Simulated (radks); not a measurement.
Values are calculated unless marked as measured or tabulated.
How relativity changes the ionisation of neutral calcium ([Ar] 4s2) to Ca+ ([Ar] 4s1). Spin-unpolarised spherical Kohn-Sham, PBE, point nucleus unless stated (finite: rms radius 3.4776 fm), a radial shooting solver on a logarithmic mesh with Libxc functionals. A level marked "c x" has the speed of light scaled by that factor.

[
 {"level": "non-rel.", "E(Ca) (hartree)": "-677.34882", "E(Ca+) (hartree)": "-677.11779", "IE (eV)": "6.286", "HOMO": "4s", "<r> HOMO (bohr)": "4.036"},
 {"level": "scalar-rel.", "E(Ca) (hartree)": "-680.32517", "E(Ca+) (hartree)": "-680.09330", "IE (eV)": "6.309", "HOMO": "4s", "<r> HOMO (bohr)": "4.020"},
 {"level": "scalar-rel., finite nucleus", "E(Ca) (hartree)": "-680.32405", "E(Ca+) (hartree)": "-680.09218", "IE (eV)": "6.309", "HOMO": "4s", "<r> HOMO (bohr)": "4.020"},
 {"level": "Dirac", "E(Ca) (hartree)": "-680.32968", "E(Ca+) (hartree)": "-680.09782", "IE (eV)": "6.309", "HOMO": "4s1/2", "<r> HOMO (bohr)": "4.020"},
 {"level": "Dirac, finite nucleus", "E(Ca) (hartree)": "-680.32856", "E(Ca+) (hartree)": "-680.09670", "IE (eV)": "6.309", "HOMO": "4s1/2", "<r> HOMO (bohr)": "4.020"},
 {"level": "Dirac, c x 0.75", "E(Ca) (hartree)": "-682.69193", "E(Ca+) (hartree)": "-682.45940", "IE (eV)": "6.328", "HOMO": "4s1/2", "<r> HOMO (bohr)": "4.008"},
 {"level": "Dirac, c x 0.85", "E(Ca) (hartree)": "-681.49133", "E(Ca+) (hartree)": "-681.25914", "IE (eV)": "6.318", "HOMO": "4s1/2", "<r> HOMO (bohr)": "4.014"},
 {"level": "Dirac, c x 100", "E(Ca) (hartree)": "-677.34911", "E(Ca+) (hartree)": "-677.11809", "IE (eV)": "6.286", "HOMO": "4s1/2", "<r> HOMO (bohr)": "4.036"}
]

NIST Atomic Spectra Database: 6.113 eV (measured). The relativistic part of the total energy of Ca is -2.98 hartree (Dirac, finite nucleus), 0.44 % of the non-relativistic value. Spin polarisation and multiplet splitting of open shells are left out at every level.

Beside tabulated values, note that spin-unpolarised runs miss the spin-polarisation part of the exchange energy of open shells.
